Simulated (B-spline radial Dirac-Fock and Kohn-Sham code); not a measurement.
**X-ray lines that fill the 2s vacancy in Ho⁵⁺**

System: the Ho⁵⁺ ion, configuration 1s2 2s2 2p6 3s2 3p6 3d10 4s2 4p6 4d10 4f9 5s2 5p5.

The computed values come from a B-spline atomic structure program: one-electron (LDA, Dirac) transition rates at Dirac-Fock energies.

```
 line  multipole  energy (eV)  rate (s⁻¹)  share (%)
L1-L2         E1        482.9    2.31e+11     0.0302
L1-L3         E1       1329.9    1.09e+13       1.43
L1-M2         E1       7473.9    2.41e+14       31.5
L1-M3         E1       7653.4    3.33e+14       43.6
L1-M4         E2       8008.7    5.75e+12      0.754
L1-M5         E2       8046.9    8.61e+12       1.13
L1-N2         E1       9046.8    5.80e+13       7.60
L1-N3         E1            –    8.38e+13       11.0
L1-N4         E2       9227.5    7.77e+11      0.102
L1-N5         E2       9234.9    1.20e+12      0.158
L1-O2         E1       9384.9    8.33e+12       1.09
L1-O3         E1       9391.5    1.22e+13       1.59
```

The listed lines hold 100.0 % of the radiative rate. A dash stands for an energy that rests on an unreliable hole state. The radiative width is 0.502 eV in the length form and 0.504 eV in the velocity form; the two differ because the transition energies are not eigenvalue differences of the potential that gave the orbitals.
